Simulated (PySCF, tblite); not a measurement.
Compound: CH₈O₃Si₃.
SMILES with atom numbers: `[CH3:1][O:2][SiH:3]1[O:4][SiH2:5][SiH2:6][O:7]1` (hydrogens: H8, H9, H10 on C1; H11 on Si3; H12, H13 on Si5; H14, H15 on Si6)

Geometry (GFN2-xTB, Å), atoms numbered from 1 in this order:
```
atom  x, y, z in Å
C1     2.8519    0.3508   -0.0366
O2     1.5690    0.8014   -0.3520
Si3    0.3154   -0.1277   -0.7339
O4    -0.9113    0.8917   -1.0143
Si5   -2.3614    0.7877   -0.2440
Si6   -1.7213   -0.9587    1.1362
O7    -0.1986   -1.0522    0.5065
H8     3.4545    1.2178    0.2347
H9     2.8224   -0.3507    0.7991
H10    3.3025   -0.1488   -0.8972
H11    0.5049   -1.0021   -1.8761
H12   -3.3103    0.5041   -1.3253
H13   -2.5646    2.1294    0.3050
H14   -2.2715   -2.2997    0.9105
H15   -1.4859   -0.7352    2.5659
```

Jobs on this species (15 atoms, 80 electrons) with PySCF (density fitting) and tblite. Hardware of each: one thread, Arm Neoverse N1 (aarch64), no GPU, shared host. The host was shared with other jobs, so the times are rough.

| level and settings | work | basis functions | SCF cycles | wall time |
| --- | --- | --- | --- | --- |
| GFN2-xTB | L-BFGS relaxation | – | – | 0.81 s |
| PBE0/pcSseg-1 | shieldings, ring-centre shieldings, charges and field gradients | 180 | ? | ? |
| GFN2-xTB | Hessian by finite differences | – | – | 1.0 s |
| CAM-B3LYP/def2-SVPD | 8 singlets by full TDDFT, 3 Tamm–Dancoff triplets, polarisability | 225 | 13 | 1.7 min |

Q: Fill in the missing figures.

A: 
- PBE0/pcSseg-1; shieldings, ring-centre shieldings, charges and field gradients: 48 s, 13 SCF cycles

Q: What do all jobs in the table cost together?

A: About 2.5 min; the longest takes about 67 % of that, and about 130 times as long as the shortest.
